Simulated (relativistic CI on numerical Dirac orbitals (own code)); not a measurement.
# Ligand-field terms of d3

Computed with a parametric ligand-field model of a d^n configuration (Racah B and C, spin-orbit zeta, crystal field), exact diagonalisation.

Field parameters in Wybourne normalisation: Oh B⁴₀ = 21Dq, B⁴₄ = √(5/14) B⁴₀; Td as Oh with Dq negative (B⁴₀ = 21Dq, B⁴₄ = √(5/14) B⁴₀). The field is a parameter set, without covalency.

Question: A d3 ion in Oh symmetry has the ground term 4A2 and bands at 2E 11632 cm⁻¹ (860 nm), 2T1 12083 cm⁻¹ (828 nm), 4T2 12350 cm⁻¹ (810 nm), 2T2 17303 cm⁻¹ (578 nm), 4T1 17481 cm⁻¹ (572 nm), 4T1 27369 cm⁻¹ (365 nm). Which parameters reproduce them?

Answer: B = 520, C = 2600, ζ = 0 cm⁻¹, Oh, 10Dq = 12350 cm⁻¹.

Question: A d3 ion in Td symmetry has the ground term 4T1 and bands at 4T2 8032 cm⁻¹ (1245 nm), 2E 12246 cm⁻¹ (817 nm), 4A2 17232 cm⁻¹ (580 nm), 2T1 19311 cm⁻¹ (518 nm), 2T2 19815 cm⁻¹ (505 nm), 4T1 20815 cm⁻¹ (480 nm). Which parameters reproduce them?

Answer: B = 930, C = 4800, ζ = 0 cm⁻¹, Td, 10Dq = -9200 cm⁻¹.

Question: Ground term and bands for B = 780, C = 3490, ζ = 0 cm⁻¹, Oh, 10Dq = 23950 cm⁻¹?

Answer: Ground term 4A2 with 0.00 electrons in the two orbitals of the cubic e set. Spin-allowed: 4T2 23950 cm⁻¹ (418 nm), 4T1 32102 cm⁻¹ (312 nm), 4T1 51448 cm⁻¹ (194 nm). Lowest spin-forbidden: 2E 16348 cm⁻¹ (612 nm), 2T1 17004 cm⁻¹ (588 nm), 2T2 25118 cm⁻¹ (398 nm). With an A2 ground term the first spin-allowed band lies at |10Dq| itself.

Question: A d3 ion in Oh symmetry has the ground term 4A2 and bands at 2E 14540 cm⁻¹ (688 nm), 2T1 15140 cm⁻¹ (660 nm), 2T2 22794 cm⁻¹ (439 nm), 4T2 27100 cm⁻¹ (369 nm), 4T1 35057 cm⁻¹ (285 nm), 4T1 57343 cm⁻¹ (174 nm). Which parameters reproduce them?

Answer: B = 740, C = 2960, ζ = 0 cm⁻¹, Oh, 10Dq = 27100 cm⁻¹.

Question: A d3 ion in Td symmetry has the ground term 4T1 and bands at 4T2 3280 cm⁻¹ (3049 nm), 4A2 7180 cm⁻¹ (1393 nm), 2E 12343 cm⁻¹ (810 nm), 2T2 14915 cm⁻¹ (670 nm), 2T1 14964 cm⁻¹ (668 nm), 4T1 15409 cm⁻¹ (649 nm). Which parameters reproduce them?

Answer: B = 850, C = 3480, ζ = 0 cm⁻¹, Td, 10Dq = -3900 cm⁻¹.
